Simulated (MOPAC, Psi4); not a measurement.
Internal rotation in SMILES F[Si](F)(F)/C=[CH]\[GeH3], singlet. Scanned: dihedral F1–Si2–C5–C6; all other coordinates were relaxed at B3LYP-D3(BJ)/def2-SVP. Heavy atoms are numbered in the order of the SMILES F[Si](F)(F)/C=[CH]\[GeH3], hydrogens after them in the order of the atoms that carry them; the mirror image has the same energies with the sign of each dihedral reversed.

PBE-D3(BJ)/def2-SVP // B3LYP-D3(BJ)/def2-SVP (Psi4); AM1, restricted, heats of formation // B3LYP-D3(BJ)/def2-SVP (MOPAC); HF/cc-pVTZ // B3LYP-D3(BJ)/def2-SVP (Psi4).

Energies in kJ/mol, each method relative to its own lowest point.

| φ / ° | PBE-D3(BJ)/def2-SVP | AM1 | HF/cc-pVTZ |
|---|---|---|---|
| 0 | 0.00 | 0.39 | 0.90 |
| 10 | ? | ? | 0.72 |
| 20 | 0.81 | 0.41 | 0.85 |
| 30 | 1.12 | 0.85 | 1.00 |
| 40 | ? | ? | 0.64 |
| 50 | 2.03 | 0.29 | ? |
| 60 | 2.31 | 0.00 | 0.00 |
| 70 | 1.91 | 0.72 | 0.67 |
| 80 | 1.40 | 1.21 | 0.76 |
| 90 | 1.22 | 0.90 | 0.80 |
| 100 | 0.86 | 0.84 | 1.02 |
| 110 | 0.35 | 0.58 | 0.88 |

**Question.** Some entries are withheld; supply them.

**Answer.** 
- 10, PBE-D3(BJ)/def2-SVP: 0.36
- 10, AM1: 0.20
- 40, PBE-D3(BJ)/def2-SVP: 1.34
- 40, AM1: 0.91
- 50, HF/cc-pVTZ: 0.13
